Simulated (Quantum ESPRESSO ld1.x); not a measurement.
Question: These are the eigenvalues of the occupied orbitals of an atom or ion with whole-number occupations (eV). All-electron calculation, non-relativistic Kohn-Sham, LDA (Slater exchange, Perdew-Zunger correlation), spin-polarised, spherical densities, point nucleus. Program: ld1.x of Quantum ESPRESSO 7.5.

orbital  eigenvalue
1s up      -63762.8
1s down    -63762.7
2s up      -10532.3
2s down    -10532.2
2p up      -10101.2
2p down    -10101.2
3s up      -2450.40
3s down    -2450.36
3p up      -2249.98
3p down    -2249.95
3d up      -1875.17
3d down    -1875.12
4s up      -537.412
4s down    -537.348
4p up      -453.719
4p down    -453.651
4d up      -300.918
4d down    -300.835
5s up      -122.929
5s down    -122.293
4f up      -101.354
4f down    -101.213
5p up      -97.8414
5p down    -97.1394
5d up      -58.7784

Which element is it, and in what charge state? The configuration may be excited. Open shells, if any, are filled with parallel spins first.

Answer: Z = 74, tungsten, charge +5: W5+ in [Xe] 4f14 5d1. The list shows which subshells hold electrons but not how many an open one holds; the 1s level, -2343.2 hartree, gives Z - s = 68.5 by -(Z - s)^2/2, which with screening narrows Z to a few neighbours, and the depths of the outer levels then fix element, charge and occupations together.
